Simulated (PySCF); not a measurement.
# Effect of structural changes

Computed with PySCF, GIAO BHandHLYP/pcSseg-1 magnetisability, rotational g tensor and spin-rotation constants, non-relativistic, gas phase. Geometry: GFN2-xTB.

Each molecule in one low-energy conformer.

(1) How does the isotropic susceptibility change along this series?
- Cc1cc(F)c([SiH3])nn1 (H replaced by SiH3)
- COc1nnc(C)cc1F (H replaced by OCH3)
- Cc1cc(F)c(C)nn1 (H replaced by CH3)
- C#Cc1nnc(C)cc1F (H replaced by ethynyl)
- Cc1cc(F)c(F)nn1 (H replaced by F)
- Fc1cnnc(C2CC2)c1 (CH3 replaced by cPr)

Results:

(1) 
| molecule | χ, cgs (10⁻⁶ cm³/mol) | magnetisability anisotropy (10⁻³⁰ J/T²) |
| --- | --- | --- |
| Cc1cc(F)c([SiH3])nn1 | -75.7 | 981 |
| COc1nnc(C)cc1F | -77.9 | 893 |
| Cc1cc(F)c(C)nn1 | -72.2 | 963 |
| C#Cc1nnc(C)cc1F | -75.5 | 938 |
| Cc1cc(F)c(F)nn1 | -65.0 | 902 |
| Fc1cnnc(C2CC2)c1 | -83.2 | 887 |

The isotropic susceptibility is lowest for Fc1cnnc(C2CC2)c1 and highest for Cc1cc(F)c(F)nn1.
